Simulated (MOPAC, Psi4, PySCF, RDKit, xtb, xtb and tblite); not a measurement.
Two geometries of SMILES COC[SiH2]C(=O)O, singlet, relaxed at GFN2-xTB with one dihedral held; other torsions can differ between them too.

Structure A

```
15

C     -2.1646    -0.6567    -1.2936
O     -1.7268    -0.4626     0.0239
C     -0.4521     0.1502     0.1056
Si     0.9806    -1.0234    -0.4256
C      1.4649    -0.5823    -2.2329
O      1.4101    -1.2923    -3.2049
O      1.8932     0.6863    -2.3072
H     -2.2545     0.2990    -1.8267
H     -1.4809    -1.3058    -1.8568
H     -3.1433    -1.1288    -1.2307
H     -0.3380     0.4081     1.1599
H     -0.4501     1.0904    -0.4643
H      2.1658    -0.7278     0.3812
H      0.5674    -2.4217    -0.3670
H      2.1486     0.9186    -3.2175
```

Structure B

```
15

C      0.4006    -1.0945    -4.2065
O      0.3572    -1.0034    -2.8066
C     -0.9520    -1.1396    -2.2819
Si    -0.7878    -0.9638    -0.3890
C     -2.2819     0.0765     0.2418
O     -3.1817     0.5294    -0.4209
O     -2.2168     0.2649     1.5648
H     -0.2084    -0.3103    -4.6741
H      0.0384    -2.0713    -4.5521
H      1.4415    -0.9692    -4.4986
H     -1.6090    -0.3653    -2.7050
H     -1.3740    -2.1106    -2.5792
H      0.4253    -0.2280    -0.0431
H     -0.8516    -2.2555     0.3019
H     -2.9700     0.7974     1.8791
```

Which is lower in energy at the level B3LYP-D3(BJ)/def2-SVP // GFN2-xTB (Psi4), and by how much?

B is lower, by 4.42 kJ/mol (dihedral O2–C3–Si4–C5: 100° in A, 140° in B).

E(B) − E(A) in kJ/mol at the other levels, on the same two geometries: GFN2-xTB (xtb and tblite) -0.05; MMFF94 // GFN2-xTB (RDKit) -11.06; B3LYP/def2-SVP // GFN2-xTB (Psi4) -9.08; PBE/def2-SVP // GFN2-xTB (Psi4) -5.73; PBE-D3(BJ)/def2-SVP // GFN2-xTB (Psi4) -2.96; UFF // GFN2-xTB (RDKit) -9.37; AM1, restricted, heats of formation // GFN2-xTB (MOPAC) -25.71; PM3, restricted, heats of formation // GFN2-xTB (MOPAC) -2.40; GFN1-xTB // GFN2-xTB (xtb) -3.63; restricted B3LYP/6-31G*, spherical d, density fitting // GFN2-xTB (PySCF) -8.97; restricted B3LYP/LANL2DZ, with its core potentials past Ne // GFN2-xTB (PySCF) -8.05; restricted Hartree-Fock/LANL2DZ, with its core potentials past Ne // GFN2-xTB (PySCF) -14.63; restricted Hartree-Fock/6-31G*, spherical d, density fitting // GFN2-xTB (PySCF) -13.01.
